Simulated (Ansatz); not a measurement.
`ClB1C[SiH2]1` + PH₃ → `PB1C[SiH2]1` + HCl at 700 K and 1 bar (ligand exchange at a B–Cl bond).

Program: Ansatz. Geometries: PBE0-D4/def2-TZVP. ΔE: electronic, gas phase. CCSD(T)/CBS adds triple-zeta CCSD(T) − MP2 to the extrapolated MP2 energy (def2 sets, frozen cores). This one scheme is used for every species. Each species was taken in one conformer, which may not be the lowest.

| species | CCSD(T)/CBS energy (Eh) | H − E (kJ/mol) | S (J/(mol·K)) |
| --- | --- | --- | --- |
| `ClB1C[SiH2]1` | -814.08481 | 185.7 | 407.3 |
| PH₃ | -342.72256 | 91.5 | 248.3 |
| `PB1C[SiH2]1` | -696.40651 | 242.3 | 445.5 |
| HCl | -460.38127 | 38.4 | 211.8 |

H − E and S are ideal-gas, rigid-rotor, harmonic terms from PBE0-D4/def2-TZVP, for one conformer and one mirror image of each species. 1 Eh = 2625.50 kJ/mol, R = 8.31446 J/(mol·K).

By hand: ΔE, ΔH, ΔS and ΔG.

ΔE = (-696.40651) + (-460.38127) − (-814.08481) − (-342.72256) = 0.01959 Eh = 51.4 kJ/mol. Δ(H − E) = 242.3 + 38.4 − 185.7 − 91.5 = 3.5, so ΔH = 54.9 kJ/mol. ΔS = 445.5 + 211.8 − 407.3 − 248.3 = 1.7 J/(mol·K). ΔG = 54.9 − 700 × (1.7)/1000 = 53.7 kJ/mol.

By hand: the equilibrium constant, and the temperature at which ΔG would vanish if ΔH and ΔS stayed fixed.

log₁₀ K = −ΔG/(RT ln 10) = -4.0. ΔG = 0 at ΔH/ΔS = 32294 K, far beyond where these terms or the molecules hold.

The number of gas molecules stays the same, so ΔS is small and ΔH decides. A doubt of 5 kJ/mol in ΔE shifts log₁₀ K by 0.4 here. Other conformers and mirror images would add mixing entropy, several J/(mol·K) or more a flexible species. These are equilibria of isolated gas molecules and say nothing of rates. Largest T1 diagnostic: 0.017 (customary marks: 0.02 for closed shells, 0.045 for open ones).
